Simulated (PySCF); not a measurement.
Correlation energy of W⁵⁶⁺ (tungsten, charge +56)

[Ar], closed-shell 1S. Computed with PySCF 2.14 in an even-tempered Gaussian basis (16 s from 15 bohr⁻², ratio 2.5; 10 p from 19 bohr⁻², ratio 2.5; 4 d from 79 bohr⁻², ratio 2.7; 4 f from 120 bohr⁻², ratio 2.7), with the non-relativistic Hamiltonian (point nucleus). Frozen: 1s2; 16 electrons correlated; the 17 highest virtual orbitals of each spin left out.

```tsv
level	correlation energy (mhartree)
CCSD	-636.05
(T)	-0.77
CCSD(T)	-636.82
```

Diagnostics: T1 = 0.00018, D1 = 0.0004, largest double amplitude 0.012.

A non-relativistic calculation at this Z misses sizeable relativistic shifts.

Cost of the coupled-cluster step: of the order of 9 core-seconds, for 16 correlated electrons.

At this charge a non-relativistic calculation is a model, useful for the Z dependence of the correlation energy.
